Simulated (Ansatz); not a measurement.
Energy needed to pull apart GeAsH₅, closed shell, into free ground-state atoms, from the structure below (displaced at random from a GFN2-xTB minimum); no zero-point or spin–orbit terms; open-shell atoms are treated unrestricted, in their ground-state multiplicity.

```tsv
atom	x (Å)	y (Å)	z (Å)
Ge1	-0.3579	-0.6580	-0.3809
As2	0.7195	1.4135	0.0286
H3	-0.3644	-1.4591	0.8958
H4	-2.0413	-0.3655	-1.1396
H5	0.3674	-1.2627	-1.4156
H6	0.0179	1.4477	1.1752
H7	1.9599	0.6251	0.9332
```

Ansatz 0.2.0; basis: def2-TZVPP; cores frozen in the correlated methods. Filled d shells of the heavier atoms are correlated. The def2 sets are not built for correlating such inner shells, so the correlated values are less sure here.

```tsv
method	atomization energy (kcal/mol)
PBE-D4	374.4
r2SCAN-D4	378.4
B97M-V	386.2
PBE0-D4	370.3
r2SCANh-D4	?
wB97M-V	374.2
HF	?
MP2	357.7
CCSD	366.4
CCSD(T)	371.3
```

(1) What does r2SCANh-D4 give? (To be estimated.)

(2) What does HF give? (Judge from chemistry; the value comes from the calculation.)

No T1 diagnostic of these runs exceeds 0.013.

Answers

(1) Computed: 376.2 kcal/mol, which is about 4.9 kcal/mol more than CCSD(T)/def2-TZVPP.

(2) By the calculation: 250.2 kcal/mol, which is about 121.1 kcal/mol less than CCSD(T)/def2-TZVPP.

In triple zeta the MP2 and coupled-cluster atomization energies are still short of their basis limit by a few kcal/mol a bond, whereas those of the functionals are nearly converged, so these differences are not deviations from converged CCSD(T).

For scale, one of the runs: CCSD(T)/def2-TZVPP forces, 166 basis functions (an equivalent command: `ansatz run in.yaml --threads 4`). The run took 3.3 min on 4 CPU threads (shared host), with 2.3 GiB of host memory at its peak.
